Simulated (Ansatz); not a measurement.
Reaction (redistribution): `CCSBF` + `N=C(N)[SiH2]Cl` → `N=C(N)BF` + `CCS[SiH2]Cl`

Computed with Ansatz on PBE0-D4/def2-TZVP structures; ΔE is electronic, products minus reactants. CCSD(T)/CBS is the MP2 limit (def2-TZVPP, def2-QZVPP) plus CCSD(T) − MP2 in def2-TZVPP, frozen cores. DFT in def2-TZVPP. B3LYP here is the variant with VWN-RPA as its local correlation; programs differ in this. Each species was taken in one conformer, which may not be the lowest.

```tsv
level	ΔE (kcal/mol)	difference from CCSD(T)/CBS
PBE-D4	1.5	1.6
r2SCAN-D4	1.4	1.5
PBE0-D4	0.8	0.9
B3LYP-D4	0.8	0.9
B2PLYP	1.0	1.1
PBE	1.9	2.0
r2SCAN	1.5	1.6
PBE0	1.2	1.3
B3LYP	1.4	1.5
HF/def2-TZVPP	-0.2	-0.1
SCS-MP2/def2-TZVPP	0.5	0.6
CCSD/def2-TZVPP	0.5	0.6
CCSD(T)/def2-TZVPP	0.7	0.8
HF/def2-QZVPP	-0.5	-0.4
MP2/CBS(def2)	-0.2	-0.1
CCSD/CBS(def2)	-0.3	-0.2
CCSD(T)/CBS	-0.1	0
```

Largest T1 diagnostic among the species: 0.014.

In def2-TZVPP, CCSD(T) changes the Hartree–Fock value by +0.9 kcal/mol (the triples alone add +0.2 kcal/mol) and MP2 by +0.9 kcal/mol.

CCSD(T)/CBS has its own doubt, a few kJ/mol and more with outer-core shells, so smaller differences from it don't rank the levels.
